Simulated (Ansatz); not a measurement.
C6H15FHfO3, SMILES `CC[O][Hf]([F])([O]CC)[O]CC`, 26 atoms. Charge 0, multiplicity 1. Correlated methods include outer-core shells of Hf, which these sets cover unevenly. Hf takes the def2 core potential. Hardware: A = 11 threads of an AMD EPYC 7R13 on a shared host and a whole NVIDIA H100 80 GB; B = 11 threads of an AMD EPYC 7R13 on a shared host. Correlated methods freeze the cores.

(1) Give the basis size and wall time and peak host memory of each of these runs in Ansatz. RKS r2SCAN-D4/def2-TZVPP energy and forces [A]; RKS PBE0-D4/def2-SVP energy [B]; RHF-MP2/def2-QZVPP energy [A]; RKS PBE0-D4/def2-TZVP relaxation (83 steps) [A]; RHF-CCSD(T)/def2-TZVPP energy [A]; RKS r2SCANh-D4/def2-TZVPP energy [A]; RKS PBE0-D4/def2-QZVPP energy [A]; RHF-CCSD(T)/def2-SVP energy [A]; RKS HSE06 (plane-wave form)-D4/def2-TZVPP energy [A]; RKS BLYP-D4/def2-TZVPP energy [A]; RKS ωB97M-V/def2-QZVPP energy [A]; RKS ωB97M-V/def2-SVP energy [B]. (Estimate.)

Results:

(1) The calculation gave: Other jobs shared the machine, so times are rough.

| level | job | functions | wall time | peak host memory (GiB) |
| --- | --- | --- | --- | --- |
| RKS BLYP-D4/def2-TZVPP | energy [A] | 576 | 2.5 s | 1.2 |
| RKS HSE06 (plane-wave form)-D4/def2-TZVPP | energy [A] | 576 | 2.7 s | 1.7 |
| RKS r2SCANh-D4/def2-TZVPP | energy [A] | 576 | 2.7 s | 1.7 |
| RKS PBE0-D4/def2-SVP | energy [B] | 247 | 3 s | 1.7 |
| RKS r2SCAN-D4/def2-TZVPP | energy and forces [A] | 576 | 3 s | 1.2 |
| RKS PBE0-D4/def2-QZVPP | energy [A] | 1101 | 4.6 s | 1.7 |
| RHF-CCSD(T)/def2-SVP | energy [A] | 247 | 5.5 s | 1.7 |
| RKS ωB97M-V/def2-QZVPP | energy [A] | 1101 | 7 s | 1.9 |
| RHF-MP2/def2-QZVPP | energy [A] | 1101 | 7 s | 1.9 |
| RKS ωB97M-V/def2-SVP | energy [B] | 247 | 8 s | 1.8 |
| RHF-CCSD(T)/def2-TZVPP | energy [A] | 576 | 76 s | 1.7 |
| RKS PBE0-D4/def2-TZVP | relaxation (83 steps) [A] | 440 | 110 s | 1.1 |
